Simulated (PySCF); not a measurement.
CH3Si, charge +1, multiplicity 1.

```xyz
5

C      0.0000     0.0000    -1.0442
Si     0.0000     0.0000     0.7571
H      0.8898     0.5137    -1.4445
H     -0.8898     0.5137    -1.4445
H      0.0000    -1.0274    -1.4445
```
Charge +1, spin multiplicity 1.

Geometry optimised at r2SCAN-D4/def2-TZVP. The spin state was assumed, not searched. The isomer is the one that the SMILES or the coordinates give; other isomers of the formula were not compared.

All values below come from PBE/pcSseg-2 (PySCF). Non-relativistic, no solvent.

Question: Give the absolute GIAO shielding of each atom: isotropic value and principal components (ppm). (Estimate from the structure and the level; the computed values follow.)

Answer: 
```csv
atom,σ(iso),σ11,σ22,σ33,span
C1,98.9,39.3,39.3,218.3,179.0
Si2,-498.7,-1167.0,-1167.0,837.9,2005.0
H3,28.0,25.9,28.5,29.7,3.8
H4,28.0,25.9,28.5,29.7,3.8
H5,28.0,25.9,28.5,29.7,3.8
```
